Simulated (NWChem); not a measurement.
## Correlation energy of Ga2

```xyz
2

Ga     0.0000     0.0000     1.2227
Ga     0.0000     0.0000    -1.2227
```
Charge 0, spin multiplicity 3.

Program: NWChem. Structure: optimised with UPBE0/def2-SVP, a minimum by its harmonic frequencies.

Basis set: def2-SVP. Each correlation energy counts from its own Hartree-Fock reference.

```tsv
method	correlation energy (mHa)
CCSD(T) on ROHF	-394.4
UMP2	-378.3
CCSD[T] on ROHF	-397.1
SCS-UMP2	-343.2
CCSD on UHF	-373.5
CCSD[T] on UHF	-393.3
CCSD(T) on UHF	-390.6
CCSD on ROHF	-376.6
```

The values span 53.9 mHa, from CCSD[T] on ROHF (lowest) to SCS-UMP2 (highest). 

The Hamiltonian is non-relativistic. The correlated methods keep 18 core orbitals frozen. This spin state was chosen for the runs; another may lie lower. The structure started from a generated list of species. The unpaired electrons of the parent sit in orbitals of symmetry b2u and b3u (D2h labels of the run); other states weren't searched. No SCF solution was tested for a lower state. Open-shell Hartree-Fock references start from PBE0 orbitals. Coupled-cluster values serve here as a point of comparison, not as the truth.
